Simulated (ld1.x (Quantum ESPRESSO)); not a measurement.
**Building the TM potential for lanthanum (PBEsol, scalar-relativistic).**

```json
{"Element": "La", "Generator": "ld1.x (Quantum ESPRESSO) 7.5", "Type": "norm-conserving Troullier–Martins (Kleinman–Bylander form)", "Functional": "PBEsol", "Relativity": "scalar-relativistic", "Frozen core": "[Kr] 4d10", "Valence charge": "11", "Reference configuration": "4f0 5s2 5p6 5d1 6s1 6p0 (charge +1)", "Partial waves": "5s (bound): rc 2.40 bohr; 5d (bound): rc 3.25 bohr; 4f (bound, empty): rc 0.85 bohr; 5p (bound): rc 2.40 bohr", "Local potential": "the p channel", "Core correction": "a·sin(br)/r model core inside 0.40 bohr"}
```

Occupied shells without a wave of their own: 6s. They enter only through the test configuration that unscreens the potential, and ld1.x also counts them in the model core charge.

(1) Estimate the cutoffs (Ry, on a coarse ladder) from which the occupation-weighted sum of valence levels, in a spherical-Bessel basis at the reference potential, stays within 10 and 1 mRy of its value at 400 Ry.

(2) Does the potential have ghost states?

Results:

(1) 25 Ry and 35 Ry. The cutoffs count occupied waves only; the empty 4f level needs 300 Ry at the loose tolerance.

(2) No extra level below or beside the all-electron valence levels (s, d, f, p tested).

Its largest configuration-test error is -478 meV (4f0 5s2 5p6 5d0 6s2 6p0). 2 of 7 tests not solved or not reliable. Not counted: 4f0 5s2 5p6 5d1 6s0 6p1 (solver errors, printed error -7.1 eV); 4f1 5s2 5p6 5d0 6s2 6p0 (all-electron atom not converged, printed error +582 eV).

ld1.x takes every shell without a wave as core, so the model core holds the 6s electrons as well and exchange and correlation see them twice. This cancels in the reference configuration, but the file is broken for other ones, and its errors say nothing about a proper core correction.
